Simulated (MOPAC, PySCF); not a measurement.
Ligands exchanged one at a time, B Cl-SH. All species are isolated molecules in the gas phase. One relaxed conformer stands for each flexible species; it need not be the lowest. Strings in code marks are SMILES.

Quantity: vertical ionisation energy (energy after one electron is removed minus that of the parent at the parent's geometry), in eV.

Level 1: B3LYP-D3(BJ)/def2-TZVP (PySCF)
Level 2: B3LYP/6-31G* // B3LYP-D3(BJ)/def2-TZVP (PySCF)
Level 3: minus the HOMO energy of HF/6-31G* // B3LYP-D3(BJ)/def2-TZVP (PySCF)
Level 4: minus the HOMO energy of PM3 // B3LYP-D3(BJ)/def2-TZVP (MOPAC)

```
species                                                 level 1  level 2  level 3  level 4
------------------------------------------------------  -------  -------  -------  -------
`SB(S)Cl` (H–S–B–Cl torsion 180°, Cl–B–S–H torsion 0°)     9.76        …    10.52     9.67
`SB(Cl)Cl` (H–S–B–Cl torsion 0°)                              …    10.54    11.21    10.00
`SB(S)S`                                                      …     9.52    10.38     9.61
```

Problem. Complete the blanks.

Solution. 
- `SB(S)Cl` (H–S–B–Cl torsion 180°, Cl–B–S–H torsion 0°), level 2: 9.76
- `SB(Cl)Cl` (H–S–B–Cl torsion 0°), level 1: 10.51
- `SB(S)S`, level 1: 9.54
